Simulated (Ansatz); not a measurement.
`CN([SiH3])CF` + `OC1N[SiH2]1` → `CN1[SiH2]C1O` + `FCN[SiH3]`  (substitution at a C–N bond)

Gas-phase electronic energies from Ansatz, PBE0-D4/def2-TZVP geometries. CBS: MP2 limit from def2 TZ/QZ plus the TZ coupled-cluster correction, frozen cores. DFT in def2-TZVPP. Each species was taken in one conformer, which may not be the lowest.

Problem. Is it downhill or uphill in electronic energy at CCSD(T)/CBS, and by how much? (Best estimate.)

Solution. Ansatz gave: Downhill: ΔE = -10.7 kJ/mol.

Problem. What do these levels give: PBE-D4, ωB97M-V, B2PLYP, PBE0, HF/def2-TZVPP, MP2/def2-TZVPP, SCS-MP2/def2-TZVPP, CCSD/def2-TZVPP, CCSD(T)/def2-TZVPP, HF/def2-QZVPP, MP2/CBS(def2), CCSD/CBS(def2)? (Best estimate.)

Solution. The calculation gave: PBE-D4 -16.0, ωB97M-V -10.1, B2PLYP -14.3, PBE0 -15.5, HF/def2-TZVPP -14.7, MP2/def2-TZVPP -11.9, SCS-MP2/def2-TZVPP -12.0, CCSD/def2-TZVPP -10.6, CCSD(T)/def2-TZVPP -10.5, HF/def2-QZVPP -14.7, MP2/CBS(def2) -12.1, CCSD/CBS(def2) -10.8 kJ/mol.

Largest T1 diagnostic among the species: 0.013.
